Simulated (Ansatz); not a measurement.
Ansatz (a program for electronic structure) input (RI-MP2/def2-QZVPP):
A basis named .json is the Basis Set Exchange file of that set.

Ansatz 0.2 input:
```yaml
crystal:
  periodic: [false, false, false]
  atoms:
    - {symbol: Sn, position_ang: [-0.00000000, -0.00000000, -0.27417323]}
    - {symbol: O, position_ang: [0.00000000, 0.00000000, 1.71358267]}
basis:
  gaussian:
    orbitals: def2-QZVPP.json
    fitting: {mean_field: def2-universal-jkfit, correlation: def2-QZVPP-RIFIT.json}
total_charge: 1
magnetization: {spin_polarized: true, initial_magnetization: 1}
correlation: {method: mp2, electrons: outside_noble_gas}
```

Output:

```
Functional definition: HF
integrals: 0.06 GiB planned
295 factors; integrals over basis functions are off by at most 1.2e0 eV
417 factors; integrals over basis functions are off by at most 7.7e-1 eV
mean field: 0.26 GiB planned
mean field evaluation 1: about -7810.5166 eV, gradient 7.1e1 eV
mean field evaluation 2: about -7665.9710 eV, gradient 1.4e2 eV
mean field evaluation 4: about -7832.7224 eV, gradient 1.2e1 eV
mean field evaluation 8: about -7834.7854 eV, gradient 6.5e-1 eV
mean field evaluation 16: about -7835.5755 eV, gradient 5.0e0 eV
mean field evaluation 32: about -7835.6925 eV, gradient 1.3e-3 eV
mean field evaluation 64: about -7832.4518 eV, gradient 2.0e-6 eV
mean field evaluation 96: about -7834.0649 eV, gradient 3.5e0 eV
mean field evaluation 128: about -7831.2273 eV, gradient 1.2e1 eV
mean field evaluation 160: about -7831.4589 eV, gradient 8.4e0 eV
mean field evaluation 192: about -7835.6925 eV, gradient 1.3e-6 eV
mean field -7835.69246499 eV, -287.9563868651 hartree, gradient 1.3e-6 eV, S^2 0.765600; 17 other end points of the search recorded, 0 dependent functions left out
10 core orbitals not correlated
reference -7835.69246499 eV, -287.9563868651 hartree; 5, 4 occupied and 124, 125 virtual orbitals, 417 factors
second order -7.15398199 eV of doubles, -0.00000000 eV of singles
Total energy: -7842.84644698 eV, -288.2192908543 hartree
```
